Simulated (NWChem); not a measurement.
Species: SiF3, doublet; SMILES F[Si](F)F

Program: NWChem. Pople sets run with spherical d functions. Spin-unrestricted. In the optimisation the excess spin sits in a (C3, its own frame). Geometry: optimised at PBE0/def2-SVP, spin-unrestricted. No stability test was run on the SCF state.

Q: What does the run give for B97-D/6-31G*? Quantities: highest occupied level (eV); lowest empty minus highest occupied level, either spin (eV); dipole (D); <S²>.

A: 
- highest occupied level (eV) = -6.23
- lowest empty minus highest occupied level, either spin (eV) = 1.38
- dipole (D) = 1.18
- <S²> = 0.752
